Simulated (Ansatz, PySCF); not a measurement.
CH10FNSi3, SMILES C[Si@H](N[SiH3])[SiH2]F.

Geometry: B3LYP-D3(BJ)/def2-SVP. The structure was generated by enumeration; whether it is a known compound was not checked. One conformer was computed; it need not be the lowest.

Vertical ionisation energy (IE) and electron affinity (EA) in eV. Rows of orbital energies are one-electron estimates. Where ΔSCF, EOM or ADC give a negative EA the extra electron is unbound and the value depends on the basis.

| level | IE | EA |
|---|---|---|
| −ε(HOMO), −ε(LUMO), PBE0/def2-TZVP (PySCF) | 7.27 | 0.72 |
| −ε(HOMO), −ε(LUMO), PBE/def2-TZVP (PySCF) | 6.00 | 1.58 |
| ΔSCF, CAM-B3LYP/def2-SVPD (Ansatz), final states of multiplicity 2 and 2 | 9.20 | -0.91 |
| ΔSCF, PBE/def2-SVPD (Ansatz), final states of multiplicity 2 and 2 | 8.62 | -0.48 |

Q: What vertical singlet–triplet gap does ΔSCF give with CAM-B3LYP/def2-SVPD (Ansatz, a program for electronic structure) and with PBE/def2-SVPD (Ansatz)? (The exact figures need the calculation; the answer reports its results.)

A: 5.35 and 4.47 eV (triplet above singlet where positive).
